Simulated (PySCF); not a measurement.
# Correlation energy of Al (aluminium, neutral)

[Ne] 3s2 3p1, 2P determinant. All numbers are calculated (PySCF 2.14, the spin-free X2C one-electron Hamiltonian (Gaussian nucleus), in cc-pVTZ-DK (5s4p2d1f, 34 functions)). Frozen: [Ne]; 3 electrons correlated.

MP2 pair energies summed by pair of shells (mhartree):

| pair | energy | share (%) |
| --- | --- | --- |
| 3s-3s | -20.49 | 57.2 |
| 3s-3p | -15.35 | 42.8 |

Total MP2 correlation energy: -35.84 mhartree.

Same-spin part -2.54 and opposite-spin part -33.29 mhartree; SCS-MP2 scales them by 1/3 and 6/5 to -40.80 mhartree.

| level | correlation energy (mhartree) |
| --- | --- |
| CCSD | -50.95 |
| (T) | -1.14 |
| CCSD(T) | -52.09 |

Diagnostics: T1 = 0.018, D1 = 0.0402, largest double amplitude 0.100.

Cost of the coupled-cluster step: 0.46 s of wall time on 1 thread of Neoverse-N1 (shared host), for 3 correlated electrons.
